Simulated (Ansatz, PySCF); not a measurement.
Torsion H3–O1–Pb2–H4 in H2OPb (SMILES [OH][PbH]); at each angle all else is relaxed with GFN2-xTB, and the levels are single points there.
Geometry at 0° (charge 0, multiplicity 1):
```xyz
4

O     -1.1562     0.2423     0.1510
Pb     0.8296     0.9885    -0.0747
H     -1.4065    -0.6227    -0.1590
H      1.5490    -0.4988    -0.9283
```

On the grid 0° to 330°, 300° is the highest and 0° the lowest point at CCSD(T)/CBS(def2-TZVPP, def2-QZVPP).

Rows in LANL2DZ carry no dispersion term and start afresh at each structure. LANL2DZ brings its own core potentials from Na on.

Programs: Ansatz (a program for electronic structure) with Gaussian orbitals; PySCF for LANL2DZ rows, the dispersion terms. Each number belongs to the level named beside it. In def2 rows elements past Kr take small-core potentials, without spin–orbit coupling.

Q: Predict the energy at 300° less that at 0° from HF/def2-TZVPP.

A: 179 meV

Q: What is the computed energy at 300° less that at 0° (BLYP-D3(BJ)/def2-TZVPP)?

A: 299 meV

Q: Estimate the energy at 300° less that at 0° that B3LYP/LANL2DZ returns for this input.

A: 110 meV
